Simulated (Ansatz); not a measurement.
A run on `C[N](C)[Cu-][NH3+]` with other settings.

```yaml
crystal:
  periodic: [false, false, false]
  atoms:
    - {symbol: C, position_ang: [-1.646965, 0.663444, 0.727603]}
    - {symbol: N, position_ang: [-0.262505, 0.315462, 0.632892]}
    - {symbol: C, position_ang: [0.247748, -0.109341, 1.900182]}
    - {symbol: Cu, position_ang: [0.524758, -0.140156, -0.937099]}
    - {symbol: N, position_ang: [1.400896, -0.537405, -2.615014]}
    - {symbol: H, position_ang: [-1.814134, 1.471870, 1.465526]}
    - {symbol: H, position_ang: [-2.034640, 1.021927, -0.230596]}
    - {symbol: H, position_ang: [-2.297866, -0.176230, 1.047724]}
    - {symbol: H, position_ang: [0.132874, 0.678043, 2.670163]}
    - {symbol: H, position_ang: [1.314641, -0.344546, 1.842079]}
    - {symbol: H, position_ang: [-0.260985, -1.006882, 2.308634]}
    - {symbol: H, position_ang: [0.890780, -0.133752, -3.394615]}
    - {symbol: H, position_ang: [1.460527, -1.537859, -2.774479]}
    - {symbol: H, position_ang: [2.344891, -0.164585, -2.643002]}
basis:
  gaussian: {orbitals: cc-pVTZ-DK, fitting: {mean_field: cc-pVTZ-jkfit}}
hamiltonian: {xc: {name: SPW92}, pseudopotentials: {relativity: scalar}}
```

```sh
$ ansatz run in.yaml --threads 2 --pin off --events-out ev --progress --plain --max-ram 32768MiB --backend cuda --devices 0, --max-vram 18GiB
```

Output, abridged:

```
Functional definition: SPW92
Error: <dir> the basis set cc-pVTZ-JKFIT has no functions for Cu
```

Hardware: 2 threads of an AMD EPYC 7R13 on a shared host and a share of an NVIDIA H100 80 GB. Wall time 2.2 s, peak host memory 0.73 GiB.
